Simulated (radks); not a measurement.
Problem. Radial electron density D(r) = 4 pi r^2 rho(r) of an atom or ion with 57 electrons. Calculated with a radial shooting solver on a logarithmic mesh with Libxc functionals: Dirac Kohn-Sham, HCTH/407, spin-unpolarised, spherical densities, finite nucleus; Fermi nuclear charge, rms radius of each element as measured or else 0.836 A^(1/3) + 0.57 fm.

```
   r/bohr * D(r) (the largest magnitude, 97.8, reaches the edge; | marks zero)
 0.001918 |   *
   0.0026 |      *
 0.003552 |          *
 0.004814 |                *
 0.006577 |                       *
 0.008985 |                               *
  0.01218 |                                      *
  0.01664 |                                          *
  0.02255 |                                        *
   0.0308 |                                     *
  0.04208 |                                       *
  0.05703 |                                                *
  0.07791 |                                                      *
   0.1056 |                                               *
   0.1442 |                                       *
   0.1971 |                                             *
   0.2671 |                                         *
   0.3649 |                     *
   0.4945 |                *
   0.6756 |                  *
   0.9229 |         *
    1.251 |    *
    1.709 |   *
    2.316 | *
    3.164 |*
    4.322 *
    5.858 *
    8.003 *
    10.85 *
```

What is the nuclear charge?

Solution. Z = 57. The innermost maximum, from 1s, lies near gamma/Z bohr with gamma = sqrt(1 - (Z/c)^2) = 0.909, here 0.016 bohr (found: 0.0176), and its height grows with Z. The density is that of neutral lanthanum in [Xe] 5d1 6s2; the configuration itself is not fixed sharply by these data, and Z only to a few units. D(r) has 4 maxima, at r = 0.0176, 0.0773, 0.219, 0.609 bohr, and minima at 0.0342, 0.144, 0.446 bohr, inside which lie 2.03, 11.21, 28.94 electrons.
